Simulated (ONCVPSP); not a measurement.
**Before and after: ONCV potential for scandium (Sc)**

ONCVPSP 4.0.1 input, shortened (lines: element, Z, core and valence counts, functional; n l f; lmax; l rc ep ncon nbas qcut; lloc lpopt rc5 dvloc0; l nproj debl; icmod fcfact rcfact), PBE, fully relativistic:

```
  Sc 21.00    3    2        4      upf
    1    0    2.00
    2    0    2.00
    2    1    6.00
    3    0    2.00
    3    1    6.00
    3
    0    1.30    0.00    5    8    7.80
    1    1.30    0.00    4    9    8.60
    2    1.20    0.06    4    7    9.10
    3    1.20    0.14    4    7    8.30
    3    5    1.20    0.00
    0    3    3.30
    1    2    0.70
    2    2    1.50
    3    0    1.40
    1    0.25    0.00
```

Open shells are filled in proportion to 2j + 1.

In the p channel the program set the typed energies aside and used -2.367, 0.250 Ha (j = l + 1/2; the other j can differ). In the d channel the program set the typed energies aside and used 0.050, 1.550 Ha (j = l + 1/2; the other j can differ).

Change: reference 3s2 3p6 3d1 4s1.75; waves 3s+4s: rc 1.30 bohr, ncon 5, nbas 8, qcut 7.8 1/bohr, 3 projectors, debl 3.3 Ha; 3d: rc 1.20 bohr, ncon 4, nbas 7, qcut 9.1 1/bohr, 2 projectors, debl 1.5 Ha. In the p channel the program set the typed energies aside and used -1.288, 0.250 Ha (j = l + 1/2; the other j can differ).

Cutoffs: the cutoffs (Ha) at which the residual kinetic energy of the hardest occupied pseudo-wave falls to 1 and 0.1 mHa per electron; they do not see the model core or the augmentation charge, which bear on the density cutoff. Errors are all-electron minus pseudo energies relative to the spin-unpolarised reference configuration.

Problem. What does the change do?

Solution. The potential gets harder (29 Ha and 81 Ha → 44 Ha and 111 Ha); the number of tests with a reliable result goes from 3 to 4; neither file shows a bound ghost.

```csv
quantity,base,changed
"cutoff, loose",29 Ha,44 Ha
"cutoff, tight",81 Ha,111 Ha
bound ghosts,none,none
GHOST(+) flags under 300 eV,none,none
tests with a reliable result,3 of 4,4 of 4
s: phases at 1.32 bohr within 0.05 rad from the reference energy up to (Ha; the scan ends near 5),to the end of the scan,to the end of the scan
p3/2: phases at 1.32 bohr within 0.05 rad from the reference energy up to (Ha; the scan ends near 5),to the end of the scan,to the end of the scan
p1/2: phases at 1.32 bohr within 0.05 rad from the reference energy up to (Ha; the scan ends near 5),to the end of the scan,to the end of the scan
d5/2: phases at 1.22 bohr within 0.05 rad from the reference energy up to (Ha; the scan ends near 5),to the end of the scan,to the end of the scan
d3/2: phases at 1.22 bohr within 0.05 rad from the reference energy up to (Ha; the scan ends near 5),to the end of the scan,to the end of the scan
f7/2: phases at 1.22 bohr within 0.05 rad from the reference energy up to (Ha; the scan ends near 5),to the end of the scan,to the end of the scan
f5/2: phases at 1.22 bohr within 0.05 rad from the reference energy up to (Ha; the scan ends near 5),to the end of the scan,to the end of the scan
"rms error of d²Exc/dni dnj with the model core, mHa",8.60,4.65
```
